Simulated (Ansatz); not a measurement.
A structure drawn as `C1=C[SiH2]C1`, with this starting geometry:

```xyz
10

C    -0.034   -1.127    0.276
C    -1.100   -0.369    0.494
Si   -0.300    1.142   -0.152
C     1.054   -0.182   -0.322
H     0.061   -2.256    0.514
H    -2.075   -0.556    0.906
H     0.025    2.196    0.874
H    -0.827    1.656   -1.438
H     1.299   -0.445   -1.398
H     1.898   -0.059    0.247
```

Total charge 0; spin multiplicity 1.

Task: Relax it with Ansatz at PBE-D4/def2-SVP and then PBE0-D4/def2-TZVP. Is the drawn bonding still there?

Result: Yes, every drawn bond is still there and no new one forms.

Task: Give the relaxed structure. (An estimate is asked.)

Result: Ansatz gave: 
```xyz
10

C     0.8093    0.1907    0.7663
C     0.8078   -1.0071    0.1581
Si   -0.6824   -0.5177   -0.8267
C    -0.3432    1.0193    0.2322
H     1.5126    0.5391    1.5247
H     1.5037   -1.8194    0.3225
H    -1.9568   -1.2481   -0.5758
H    -0.5293   -0.3740   -2.3020
H    -0.0345    1.9307   -0.2857
H    -1.0872    1.2865    0.9866
```
All modes are real.

Atoms count as bonded under 1.1 times the sum of their covalent radii (H–H under 0.85 Å, pairs among N, O and F under 1.55 Å), and a drawn bond as lost past 1.3 times.
